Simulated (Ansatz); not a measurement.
One change: `OC[AsH2]` becomes `B[AsH]CO`.

Ansatz, PBE0-D4/def2-TZVP geometries, multiplicity 1. Each molecule was computed in one conformer, which needn't be the lowest.

Scalar relativity is left out up to krypton.

```csv
property,`OC[AsH2]`
HOMO energy (PBE0/def2-TZVPP) / eV,-7.10
LUMO energy (ωB97M-V/def2-TZVPP) / eV,1.77
size of the dipole moment (B3LYP/def2-TZVPP) / D,1.47
"ideal-gas entropy at 298 K and 1 bar (rigid rotor, harmonic PBE0-D4/def2-TZVP) / J/(mol·K)",301
HOMO energy (PBE/def2-TZVPP) / eV,-5.86
LUMO energy (PBE0/def2-TZVPP) / eV,0.12
```

Task: What does the change do to each property? (Estimate.)

Result: Computed: 
```csv
property,`B[AsH]CO`,shift
HOMO energy (PBE0/def2-TZVPP) / eV,-7.03,0.07
LUMO energy (ωB97M-V/def2-TZVPP) / eV,0.20,-1.57
size of the dipole moment (B3LYP/def2-TZVPP) / D,2.10,0.63
"ideal-gas entropy at 298 K and 1 bar (rigid rotor, harmonic PBE0-D4/def2-TZVP) / J/(mol·K)",335,34
HOMO energy (PBE/def2-TZVPP) / eV,-6.02,-0.16
LUMO energy (PBE0/def2-TZVPP) / eV,-1.73,-1.85
```

With PBE0 the HOMO rises by 0.07 eV and the LUMO falls by 1.85 eV, so the gap narrows by about 1.92 eV. PBE moves the HOMO by -0.16 eV and ωB97M-V by 0.15 eV. The zero-point energy changes by 33.8 kJ/mol with +6 modes. Dipoles are sizes alone; their direction can turn.

B3LYP here is the variant with VWN-RPA as its local correlation; programs differ in this.
